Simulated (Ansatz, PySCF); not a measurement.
Pair of molecules: AsH3 (SMILES [AsH3]) (first 4 atoms) with H2Se (SMILES [SeH2]); geometry from B3LYP-D3(BJ)/def2-TZVP, rigid monomers moved along the line of their centres of mass till As1···Se5 is 3.36 Å.
(charge 0, multiplicity 1):
```xyz
7

As    -0.18873    -0.11764    -0.35513
H     -0.15344    -0.09021    -1.88061
H      1.30997     0.13333    -0.25092
H     -0.50743     1.36942    -0.26977
Se    -0.04659    -0.48115     2.97741
H     -1.49040    -0.54972     2.71519
H     -0.27714     0.02769     4.33924
```

Counterpoise-corrected where a basis set is named; no monomer relaxation. Rows marked so take none.

Correlated levels freeze the cores. Filled d and f shells under p-block atoms count as core. Rows in 3-21G, 6-31G* carry no dispersion term and start afresh at each structure (6-31G* with six Cartesian d functions); the Pople sets are all-electron and without relativity. MP2/6-31G* freezes PySCF's default core, which leaves 3d correlated.

Programs: Ansatz (Gaussian orbitals); PySCF for 3-21G rows, 6-31G* rows, the dispersion terms. 

```tsv
level	interaction energy (meV)
HF/3-21G (no counterpoise)	73.6
HF/aug-cc-pVDZ	137.3
r2SCAN-D3(BJ)/def2-TZVPPD	-22.8
B3LYP/3-21G (no counterpoise)	-4.7
B3LYP/6-31G* (no counterpoise)	51.5
wB97X-V/def2-TZVPPD	-15.4
wB97M-V/def2-TZVPPD	-21.3
MP2/6-31G* (no counterpoise)	(withheld)
MP2/aug-cc-pVDZ	(withheld)
```

Task: Fill in the missing entries.

Result: 
- MP2/6-31G* (no counterpoise), interaction energy (meV): 5.8
- MP2/aug-cc-pVDZ, interaction energy (meV): 7.0

Ansatz is a program for electronic structure.
